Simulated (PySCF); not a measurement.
GeH7NOSi, SMILES N[SiH2][O][GeH3]. Heavy atoms are numbered as in [SiH2:1]([NH2:2])[O:3][GeH3:4]. Hydrogens are named by the atom that carries them.

Coordinates come from a PBE0-D3(BJ)/def2-SVP optimisation. The structure was generated by enumeration, and PubChem lists no compound with its InChIKey, so it may never have been made. The values are those of a single conformer.

Method: HF/pcSseg-1 (PySCF).

GIAO shieldings, no solvent; atoms alike by connectivity are averaged. δ = σ(ref) − σ: ²⁹Si against TMS (σ = 393.8 ppm); ¹⁵N against NH3 (σ = 267.3 ppm); ¹⁷O against H2O (σ = 333.0 ppm); ⁷³Ge against GeH4 (σ = 1776.1 ppm); ¹H against TMS (σ = 31.99 ppm), references at their B3LYP-D3(BJ)/def2-TZVP geometries, non-relativistic.

```csv
atoms,nucleus,count,δ (ppm)
Si1 (SiH2),²⁹Si,1,-38.9
N2 (NH2),¹⁵N,1,…
O3,¹⁷O,1,7.4
Ge4 (GeH3),⁷³Ge,1,173.8
H on Ge4,¹H,3,…
H on Si1,¹H,2,…
H on N2,¹H,2,1.41
```

Question: What belongs in the gaps? (An estimate is asked for; the answer gives what the named calculation found.)

Answer: 
- N2 (NH2), δ (ppm): 25.3
- H on Si1, δ (ppm): 4.41
- H on Ge4, δ (ppm): 4.92
